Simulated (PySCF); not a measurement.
Dipole response of In (indium, neutral)

[Kr] 4d10 5s1 5p2, high-spin 4P determinant (an excited configuration). Computed with PySCF 2.14 in aug-cc-pVTZ-PP with one added diffuse shell each of d, f type with ECP28MDF (6s5p5d3f, 67 functions), with a scalar-relativistic core potential. Coupled (time-dependent) response in atomic units; α is the mean over directions.

```json
{"method": "UHF", "mean α (bohr³)": "67.74", "α xx, yy, zz": "56.83, 73.19, 73.19", "C₆ (like pair)": "726.4", "S(−4)": "1885"}
{"method": "PBE", "mean α (bohr³)": "76.93", "α xx, yy, zz": "58.51, 86.14, 86.14", "C₆ (like pair)": "834.2", "S(−4)": "2960"}
{"method": "PBE0", "mean α (bohr³)": "72.01", "α xx, yy, zz": "56.39, 79.83, 79.83", "C₆ (like pair)": "772.8", "S(−4)": "2404"}
{"method": "BLYP", "mean α (bohr³)": "78.82", "α xx, yy, zz": "59.25, 88.61, 88.61", "C₆ (like pair)": "852.2", "S(−4)": "3251"}
{"method": "PW91", "mean α (bohr³)": "75.90", "α xx, yy, zz": "58.03, 84.84, 84.84", "C₆ (like pair)": "818.1", "S(−4)": "2886"}
```

S(−4) is the Cauchy moment in α(ω) = α(0) + S(−4) ω² + …

Spin-orbit coupling is absent.

α(iu) at PBE0:

| u (hartree) | α(iu) (bohr³) |
| --- | --- |
| 0 | 72.01 |
| 0.0500 | 66.60 |
| 0.100 | 55.14 |
| 0.200 | 34.76 |
| 0.300 | 22.83 |
| 0.500 | 12.01 |
| 0.750 | 6.921 |
| 1.00 | 4.646 |
| 1.50 | 2.604 |
| 2.00 | 1.685 |
| 3.00 | 0.8668 |
| 5.00 | 0.3470 |

The components differ because the open shell of this determinant is not spherical; for a pure term their mean is the scalar polarisability.

Energies and moments cover only the electrons outside the core potential.
